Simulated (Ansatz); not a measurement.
Reaction (formal exchange of groups at the Al–Si bond): `C[SiH](C)[AlH][OH]` + `C=C` → `C=[CH][AlH][OH]` + `C[SiH2]C`

Computed with Ansatz on PBE0-D4/def2-TZVP structures; ΔE is electronic, products minus reactants. CCSD(T)/CBS adds triple-zeta CCSD(T) − MP2 to the extrapolated MP2 energy (def2 sets, frozen cores). This one scheme is used for every species. Functionals use def2-TZVPP. B3LYP here is the variant with VWN-RPA as its local correlation; programs differ in this. Each species was taken in one conformer, which may not be the lowest.

`C[SiH](C)[AlH][OH]`:

Cartesian coordinates in Å:
```
C 1.779 0.360 -0.381
Si -0.084 0.246 -0.611
C -0.545 -1.395 -1.417
Al -1.291 0.606 1.496
O -0.357 1.177 2.802
H 2.138 -0.429 0.284
H 2.061 1.318 0.062
H 2.296 0.259 -1.339
H -0.504 1.334 -1.554
H -0.042 -1.502 -2.382
H -1.621 -1.466 -1.588
H -0.248 -2.239 -0.789
H -2.848 0.367 1.756
H -0.733 1.365 3.661
```

`C=C`:

Cartesian coordinates in Å:
```
C 0.403 -0.168 0.496
C -0.403 0.168 -0.496
H 0.044 -0.715 1.362
H 1.457 0.088 0.486
H -0.044 0.715 -1.362
H -1.457 -0.088 -0.486
```

`C=[CH][AlH][OH]`:

```xyz
9

C     1.544   -0.401   -0.394
C     0.872    0.343    0.489
Al   -1.059    0.421    0.452
O    -1.790   -0.512   -0.766
H     2.631   -0.468   -0.401
H     1.032   -0.984   -1.156
H     1.464    0.895    1.220
H    -1.959    1.266    1.447
H    -2.736   -0.559   -0.891
```

`C[SiH2]C`:

```xyz
11

C    -0.031    0.774   -1.379
Si    0.693   -0.213    0.038
C    -0.595   -0.582    1.345
H     0.727    0.985   -2.137
H    -0.429    1.728   -1.025
H    -0.845    0.226   -1.859
H     1.819    0.549    0.650
H     1.254   -1.493   -0.483
H    -1.006    0.343    1.759
H    -0.165   -1.157    2.167
H    -1.422   -1.160    0.924
```

```json
{"level": "LDA (SPW92)", "ΔE (kJ/mol)": "-5.9"}
{"level": "CAM-B3LYP-D4", "ΔE (kJ/mol)": "-17.9"}
{"level": "BLYP", "ΔE (kJ/mol)": "-13.7"}
{"level": "r2SCAN", "ΔE (kJ/mol)": "-15.0"}
{"level": "PBE0", "ΔE (kJ/mol)": "-6.9"}
{"level": "B3LYP", "ΔE (kJ/mol)": "-16.0"}
{"level": "BHLYP", "ΔE (kJ/mol)": "-20.4"}
{"level": "CCSD(T)/def2-SVP", "ΔE (kJ/mol)": "-14.0"}
```

Q: What does CCSD(T)/CBS give? (Estimate.)

A: Computed: -14.6 kJ/mol. The listed levels differ from it by 8.7, -3.3, 0.9, -0.4, 7.7, -1.4, -5.8, 0.6 kJ/mol.

Largest T1 diagnostic among the species: 0.012.

From PBE to PBE0 (25 % exact exchange), in def2-TZVPP and without D4, ΔE moves by −3.6 kJ/mol. Leaving LDA and LC-ωPBE aside and taking each functional with its dispersion term where it has one, the values, not all of them listed here, spread over 18.8 kJ/mol, from ωB97M-V to PBE-D4.

CCSD(T)/CBS has its own doubt, a few kJ/mol and more with outer-core shells, so smaller differences from it don't rank the levels.
